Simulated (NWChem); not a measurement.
All runs are NWChem calculations. System: H₆B₂, charge 0, spin multiplicity 1, at a geometry optimised with B3LYP/def2-SVP. The structure started from a generated list of species. Level: LDA (SVWN5)/def2-TZVP.

Job file:

```
start mol
memory heap 200 mb stack 900 mb global 1100 mb
geometry units angstroms nocenter noautoz
  B      0.000000     0.000000    -0.888533
  B      0.000000     0.000000     0.888533
  H      0.000000     0.988328     0.000000
  H      1.049361     0.000000    -1.473478
  H     -1.049361     0.000000    -1.473478
  H      0.000000    -0.988328     0.000000
  H      1.049361     0.000000     1.473478
  H     -1.049361     0.000000     1.473478
  symmetry group D2h
end
basis spherical
  * library def2-tzvp
end
dft
  xc slater vwn_5
  semidirect memsize 60000000 filesize 0
  iterations 100
end
task dft energy
```

Output (cleaned and shortened):

```
             Northwest Computational Chemistry Package (NWChem) 7.3.0
             --------------------------------------------------------

                                NWChem Input Module
                                -------------------

 Scaling coordinates for geometry "geometry" by  1.889725989
 (inverse scale =  0.529177249)

 Turning off AUTOSYM since
 SYMMETRY directive was detected!

                             Geometry "geometry" -> ""
                             -------------------------

 Output coordinates in angstroms (scale by  1.889725989 to convert to a.u.)

  No.       Tag          Charge          X              Y              Z
 ---- ---------------- ---------- -------------- -------------- --------------
    1 B                    5.0000     0.00000000     0.00000000    -0.88853300
    2 B                    5.0000     0.00000000     0.00000000     0.88853300
    3 H                    1.0000     0.00000000     0.98832800     0.00000000
    4 H                    1.0000     1.04936100     0.00000000    -1.47347800
    5 H                    1.0000    -1.04936100     0.00000000    -1.47347800
    6 H                    1.0000     0.00000000    -0.98832800     0.00000000
    7 H                    1.0000     1.04936100     0.00000000     1.47347800
    8 H                    1.0000    -1.04936100     0.00000000     1.47347800

 Effective nuclear repulsion energy (a.u.)      31.7896694091

            Nuclear Dipole moment (a.u.)
            ----------------------------
        X                 Y               Z
 ---------------- ---------------- ----------------
     0.0000000000     0.0000000000     0.0000000000

      Symmetry information
      --------------------

 Group name             D2h
 Group number             26
 Group order               8
 No. of unique centers     3

      Symmetry unique atoms

     1    3    4


 Summary of "ao basis" -> "" (spherical)
 ------------------------------------------------------------------------------
       Tag                 Description            Shells   Functions and Types
 ---------------- ------------------------------  ------  ---------------------
 *                         def2-tzvp                  on all atoms

                                 NWChem DFT Module
                                 -----------------

 Summary of "ao basis" -> "ao basis" (spherical)
 ------------------------------------------------------------------------------
       Tag                 Description            Shells   Functions and Types
 ---------------- ------------------------------  ------  ---------------------
 B                         def2-tzvp                11       31   5s3p2d1f
 H                         def2-tzvp                 4        6   3s1p

 Summary of "ao basis" -> "ao basis" (spherical)
 ------------------------------------------------------------------------------
       Tag                 Description            Shells   Functions and Types
 ---------------- ------------------------------  ------  ---------------------
 B                         def2-tzvp                11       31   5s3p2d1f
 H                         def2-tzvp                 4        6   3s1p

      Symmetry analysis of basis
      --------------------------

        ag         23
        au          4
        b1g         5
        b1u        20
        b2g        12
        b2u        12
        b3g         9
        b3u        13

            General Information
            -------------------
          SCF calculation type: DFT
          Wavefunction type:  closed shell.
          No. of atoms     :     8
          No. of electrons :    16
           Alpha electrons :     8
            Beta electrons :     8
          Charge           :     0
          Spin multiplicity:     1
          Use of symmetry is: on ; symmetry adaption is: on
          Maximum number of iterations: 100
          AO basis - number of functions:    98
                     number of shells:    46
          Convergence on energy requested:  1.00D-06
          Convergence on density requested:  1.00D-05
          Convergence on gradient requested:  5.00D-04

              XC Information
              --------------
                        Slater Exchange Functional  1.000 local
                      VWN V Correlation Functional  1.000 local

             Grid Information
             ----------------
          Grid used for XC integration:  medium
          Radial quadrature: Mura-Knowles
          Angular quadrature: Lebedev.
          Tag              B.-S. Rad. Rad. Pts. Rad. Cut. Ang. Pts.
          ---              ---------- --------- --------- ---------
          B                   0.85       49           9.0       434
          H                   0.35       45          11.0       434
          Grid pruning is: on
          Number of quadrature shells:   139
          Spatial weights used:  Erf1

          Convergence Information
          -----------------------
          Convergence aids based upon iterative change in
          total energy or number of iterations.
          Levelshifting, if invoked, occurs when the
          HOMO/LUMO gap drops below (HL_TOL):  1.00D-02
          DIIS, if invoked, will attempt to extrapolate
          using up to (NFOCK): 10 stored Fock matrices.

                    Damping( 0%)  Levelshifting(0.5)       DIIS
                  --------------- ------------------- ---------------
          dE  on:    start            ASAP                start
          dE off:    2 iters        100 iters           100 iters

      Screening Tolerance Information
      -------------------------------
          Density screening/tol_rho:  1.00D-10
          AO Gaussian exp screening on grid/accAOfunc:  14
          CD Gaussian exp screening on grid/accCDfunc:  20
          XC Gaussian exp screening on grid/accXCfunc:  20
          Schwarz screening/accCoul:  1.00D-08

      Superposition of Atomic Density Guess
      -------------------------------------

 Sum of atomic energies:         -52.06828090

      Non-variational initial energy
      ------------------------------

 Total energy =     -53.295191
 1-e energy   =    -129.996494
 2-e energy   =      44.911634
 HOMO         =      -0.382192
 LUMO         =      -0.007524

      Symmetry analysis of molecular orbitals - initial
      -------------------------------------------------

  Numbering of irreducible representations:

     1 ag          2 au          3 b1g         4 b1u         5 b2g
     6 b2u         7 b3g         8 b3u

  Orbital symmetries:

     1 ag          2 b1u         3 ag          4 b1u         5 b2u
     6 b3u         7 ag          8 b2g         9 b3g        10 ag
    11 b1u        12 ag         13 b2u        14 b3u        15 ag
    16 b3u        17 b1u        18 b2g

------------------------------------------------------------
EAF file 0: "./mol.aoints.0" size=524288 bytes
------------------------------------------------------------
               write      read    awrite     aread      wait
               -----      ----    ------     -----      ----
     calls:        1         0         0         0         0
   data(b): 5.24e+05  0.00e+00  0.00e+00  0.00e+00
   time(s): 0.00e+00  0.00e+00  0.00e+00  0.00e+00  0.00e+00
rate(mb/s): 0.00e+00  0.00e+00
------------------------------------------------------------

   convergence    iter        energy       DeltaE   RMS-Dens  Diis-err    time
 ---------------- ----- ----------------- --------- --------- ---------  ------
 d= 0,ls=0.0,diis     1    -52.6200620689 -8.44D+01  5.93D-03  4.28D-01     0.4
 d= 0,ls=0.0,diis     2    -52.6441334028 -2.41D-02  2.38D-03  4.61D-02     0.5
 d= 0,ls=0.0,diis     3    -52.6467029685 -2.57D-03  1.09D-03  3.03D-02     0.5
 d= 0,ls=0.0,diis     4    -52.6517214539 -5.02D-03  2.30D-05  1.02D-05     0.6
 d= 0,ls=0.0,diis     5    -52.6517228850 -1.43D-06  5.64D-06  4.71D-07     0.6
 d= 0,ls=0.0,diis     6    -52.6517229667 -8.16D-08  4.98D-07  2.74D-09     0.7

         Total DFT energy =      -52.651722966663
      One electron energy =     -131.774857761012
           Coulomb energy =       56.932167819635
    Exchange-Corr. energy =       -9.598702434370
 Nuclear repulsion energy =       31.789669409083

 Numeric. integr. density =       16.000003105108

     Total iterative time =      0.5s

                  Occupations of the irreducible representations
                  ----------------------------------------------

                     irrep           alpha         beta
                     --------     --------     --------
                     ag                3.0          3.0
                     au                0.0          0.0
                     b1g               0.0          0.0
                     b1u               2.0          2.0
                     b2g               1.0          1.0
                     b2u               1.0          1.0
                     b3g               0.0          0.0
                     b3u               1.0          1.0

                       DFT Final Molecular Orbital Analysis
                       ------------------------------------

 Vector    6  Occ=2.000000D+00  E=-3.457524D-01  Symmetry=b3u
              MO Center=  2.9D-14, -4.8D-17, -2.8D-14, r^2= 2.8D+00
   Bfn.  Coefficient  Atom+Function         Bfn.  Coefficient  Atom+Function
  ----- ------------  ---------------      ----- ------------  ---------------
     6      0.234021  1 B  px                37      0.234021  2 B  px
     9      0.164685  1 B  px                40      0.164685  2 B  px
    70      0.127548  4 H  s                 76     -0.127548  5 H  s
    88      0.127548  7 H  s                 94     -0.127548  8 H  s
    69      0.091511  4 H  s                 75     -0.091511  5 H  s

 Vector    7  Occ=2.000000D+00  E=-3.331266D-01  Symmetry=ag
              MO Center= -3.0D-14, -2.0D-16, -1.1D-14, r^2= 3.1D+00
   Bfn.  Coefficient  Atom+Function         Bfn.  Coefficient  Atom+Function
  ----- ------------  ---------------      ----- ------------  ---------------
     8      0.247499  1 B  pz                39     -0.247499  2 B  pz
    70     -0.131801  4 H  s                 76     -0.131801  5 H  s
    88     -0.131801  7 H  s                 94     -0.131801  8 H  s
    11      0.125498  1 B  pz                42     -0.125498  2 B  pz
    64      0.121279  3 H  s                 82      0.121279  6 H  s

 Vector    8  Occ=2.000000D+00  E=-2.871133D-01  Symmetry=b2g
              MO Center= -2.0D-15, -1.3D-16,  3.0D-14, r^2= 3.3D+00
   Bfn.  Coefficient  Atom+Function         Bfn.  Coefficient  Atom+Function
  ----- ------------  ---------------      ----- ------------  ---------------
     6      0.229593  1 B  px                37     -0.229593  2 B  px
    70      0.160844  4 H  s                 76     -0.160844  5 H  s
    88     -0.160844  7 H  s                 94      0.160844  8 H  s
     9      0.153496  1 B  px                40     -0.153496  2 B  px
    71      0.119861  4 H  s                 77     -0.119861  5 H  s

 Vector    9  Occ=0.000000D+00  E=-8.495240D-02  Symmetry=b3g
              MO Center=  5.8D-19,  7.0D-16,  6.1D-17, r^2= 3.1D+00
   Bfn.  Coefficient  Atom+Function         Bfn.  Coefficient  Atom+Function
  ----- ------------  ---------------      ----- ------------  ---------------
    13      0.402283  1 B  py                44     -0.402283  2 B  py
    10      0.367840  1 B  py                41     -0.367840  2 B  py
     7      0.313067  1 B  py                38     -0.313067  2 B  py
    68     -0.027450  3 H  pz                86      0.027450  6 H  pz

 Vector   10  Occ=0.000000D+00  E= 8.892164D-03  Symmetry=ag
              MO Center= -1.3D-16, -1.3D-17,  1.3D-15, r^2= 5.5D+00
   Bfn.  Coefficient  Atom+Function         Bfn.  Coefficient  Atom+Function
  ----- ------------  ---------------      ----- ------------  ---------------
     5      1.373610  1 B  s                 36      1.373610  2 B  s
     4     -0.893998  1 B  s                 35     -0.893998  2 B  s
    71     -0.579328  4 H  s                 77     -0.579328  5 H  s
    89     -0.579328  7 H  s                 95     -0.579328  8 H  s
    65      0.373816  3 H  s                 83      0.373816  6 H  s

 Vector   11  Occ=0.000000D+00  E= 4.306978D-02  Symmetry=ag
              MO Center=  3.9D-16,  2.8D-16, -3.9D-16, r^2= 5.9D+00
   Bfn.  Coefficient  Atom+Function         Bfn.  Coefficient  Atom+Function
  ----- ------------  ---------------      ----- ------------  ---------------
     5      1.660910  1 B  s                 36      1.660910  2 B  s
    65     -1.604958  3 H  s                 83     -1.604958  6 H  s
     4     -0.915866  1 B  s                 35     -0.915866  2 B  s
    14      0.809722  1 B  pz                45     -0.809722  2 B  pz
    11      0.263517  1 B  pz                42     -0.263517  2 B  pz

 center of mass
 --------------
 x =   0.00000000 y =   0.00000000 z =   0.00000000

 moments of inertia (a.u.)
 ------------------
         100.364324970616           0.000000000000           0.000000000000
           0.000000000000         109.185671683834           0.000000000000
           0.000000000000           0.000000000000          22.883278564855

     Multipole analysis of the density
     ---------------------------------

     L   x y z        total         alpha         beta         nuclear
     -   - - -        -----         -----         ----         -------
     0   0 0 0     -0.000000     -8.000000     -8.000000     16.000000

     1   1 0 0      0.000000      0.000000      0.000000      0.000000
     1   0 1 0     -0.000000     -0.000000     -0.000000      0.000000
     1   0 0 1     -0.000000     -0.000000     -0.000000      0.000000

     2   2 0 0    -13.452908    -14.591070    -14.591070     15.729231
     2   1 1 0      0.000000      0.000000      0.000000      0.000000
     2   1 0 1     -0.000000     -0.000000     -0.000000      0.000000
     2   0 2 0    -11.292836     -9.134606     -9.134606      6.976376
     2   0 1 1     -0.000000     -0.000000     -0.000000      0.000000
     2   0 0 2    -14.219923    -36.713118    -36.713118     59.206313

 Task  times  cpu:        0.7s     wall:        0.7s

 Total times  cpu:        0.7s     wall:        0.7s
```
